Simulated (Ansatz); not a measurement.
Two isomers of C3H9BSi: A = `C=C([SiH3])BC`, B = `BC(=C)[SiH2]C`.

Calculated with Ansatz (gas phase, PBE0-D4/def2-TZVP geometries, no zero-point term in ΔE). CCSD(T)/CBS adds triple-zeta CCSD(T) − MP2 to the extrapolated MP2 energy (def2 sets, frozen cores). Functionals use def2-TZVPP. One conformer a species, not always the lowest.

Q: Which isomer does CCSD(T)/CBS put lower? Give the gap. (Estimate.)

A: Ansatz gave: A, by 8.3 kJ/mol.

Q: Give E(B) − E(A) in kJ/mol with r2SCAN-D4, MP2/def2-TZVPP, PBE-D4, CCSD(T)/def2-TZVPP, HF/def2-TZVPP, PBE0-D4, B2PLYP. (Best estimate.)

A: Computed: r2SCAN-D4 11.6, MP2/def2-TZVPP 7.3, PBE-D4 13.1, CCSD(T)/def2-TZVPP 9.0, HF/def2-TZVPP 6.4, PBE0-D4 11.7, B2PLYP 8.8. None reverses the order clearly.

Largest T1 diagnostic: 0.011.
